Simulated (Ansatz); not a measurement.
`O=CC(F)BF`. Total charge 0; spin multiplicity 1. The geometry is a stationary point of PBE0-D4/def2-TZVP. It is one conformer, not always the lowest.

```xyz
9

O    -0.050    2.037   -0.474
C     0.644    1.142   -0.090
C     0.336   -0.324   -0.309
F     1.411   -1.077    0.128
B    -1.006   -0.781    0.397
F    -2.134   -0.244   -0.003
H     1.587    1.308    0.474
H     0.226   -0.466   -1.394
H    -1.015   -1.596    1.270
```

(1) What is the dipole moment at PBE/def2-TZVPP? (Estimate.)

(2) And with r2SCAN, B3LYP, ωB97M-V? (Estimate.)

(3) Give the Mulliken charges with PBE, ωB97M-V, B3LYP in def2-TZVPP. (Estimate.)

## Answers

(1) Ansatz gave: 1.37 D, with components (0.55, -1.25, 0.10) D in this frame, pointing from negative to positive charge.

(2) Ansatz gave: r2SCAN 1.46 D, B3LYP 1.51 D, ωB97M-V 1.51 D.

(3) Ansatz gave: 
| atom | PBE | ωB97M-V | B3LYP |
| --- | --- | --- | --- |
| O1 | -0.20 | -0.25 | -0.23 |
| C2 | 0.05 | 0.07 | 0.06 |
| C3 | 0.16 | 0.16 | 0.20 |
| F4 | -0.20 | -0.22 | -0.24 |
| B5 | 0.18 | 0.17 | 0.20 |
| F6 | -0.16 | -0.20 | -0.20 |
| H7 | 0.07 | 0.10 | 0.09 |
| H8 | 0.10 | 0.12 | 0.11 |
| H9 | 0.00 | 0.05 | 0.02 |

B3LYP here is the variant with VWN-RPA as its local correlation; programs differ in this.
